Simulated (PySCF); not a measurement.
# Sc(3+) (scandium, charge +3) across methods

[Ar], closed-shell 1S. Calculation: PySCF 2.14, in x2c-TZVPPall with one added diffuse shell each of s, p, d, f type (7s6p5d3f1g, 80 functions); the spin-free X2C one-electron Hamiltonian (Gaussian nucleus).

```tsv
method	E (hartree)	mean ε 2p (eV)	mean ε 3s (eV)	mean ε 3p (eV)	Σ⟨r²⟩ (bohr²)	⟨S²⟩
LDA	-760.529	-421.21	-86.209	-64.642	12.52	0.000
PBE0	-762.354	-431.26	-90.604	-67.196	12.49	0.000
PBE	-762.303	-421.36	-86.429	-64.611	12.50	0.000
r2SCAN	-762.502	-425.81	-88.219	-65.402	12.49	0.000
UHF	-761.75454	-459.84	-101.74	-73.624	12.54	0.000
MN15	-762.832	-426.39	-89.976	-68.268	12.39	0.000
r2SCAN0	-762.501	-434.55	-91.782	-67.714	12.49	0.000
PW91	-762.539	-421.77	-86.500	-64.710	12.50	0.000
M06	-762.535	-432.44	-90.607	-67.131	12.45	0.000
```
